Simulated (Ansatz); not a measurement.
CH6BFOSi (`O[SiH2]CBF`) at its PBE0-D4/def2-TZVP geometry, where that method's forces vanish. The species carries charge 0 and has multiplicity 1.

```xyz
11

O    -1.7319   -1.1119    0.1236
Si   -0.5260   -0.4510    1.0258
C     0.3448    0.9161    0.0624
B     1.0467    0.3053   -1.1627
F     0.3070   -0.0522   -2.2169
H    -1.5472   -1.3035   -0.7976
H     0.4783   -1.4732    1.4319
H    -1.1734    0.1022    2.2381
H    -0.4560    1.6088   -0.2194
H     1.0413    1.4090    0.7459
H     2.2163    0.0503   -1.2310
```

What forces (eV/Å) does ωB97M-V/def2-TZVPP give on these atoms in the Gaussian-basis code of Ansatz? (An estimate is asked.)

Computed: 
```
O1  -0.035 -0.039 -0.100
Si2  0.120  0.046  0.252
C3  -0.052  0.026  0.081
B4   0.270  0.029  0.129
F5  -0.114 -0.057 -0.144
H6  -0.027 -0.003  0.016
H7  -0.108  0.111 -0.050
H8   0.077 -0.068 -0.144
H9   0.061 -0.041  0.009
H10 -0.048 -0.029 -0.050
H11 -0.145  0.027  0.000
```
